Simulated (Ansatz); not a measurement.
A structure relaxed at PBE0-D4/def2-TZVP, charge 0, multiplicity 1:

Cartesian coordinates in Å:
```
O -0.110 0.454 -1.935
Si 0.755 0.008 -0.609
Si -0.780 -0.215 1.137
F -1.838 -1.369 0.867
Cl 0.234 -0.716 2.837
Cl -1.831 1.497 1.470
H 0.351 0.602 -2.761
H 1.460 -1.290 -0.798
H 1.759 1.031 -0.209
```

(1) Give its formula and SMILES.

(2) Summarise the bond lengths by kind.

Results:

(1) Cl2FH3OSi2, `O[SiH2][Si](F)(Cl)Cl`.

(2) 1 × O–Si 1.645 Å; 1 × H–O 0.958 Å; 1 × Si–Si 2.336 Å; 2 × H–Si 1.488 to 1.489 Å; 1 × F–Si 1.588 Å; 2 × Cl–Si 2.036 to 2.042 Å.

All numbers were calculated with Ansatz.
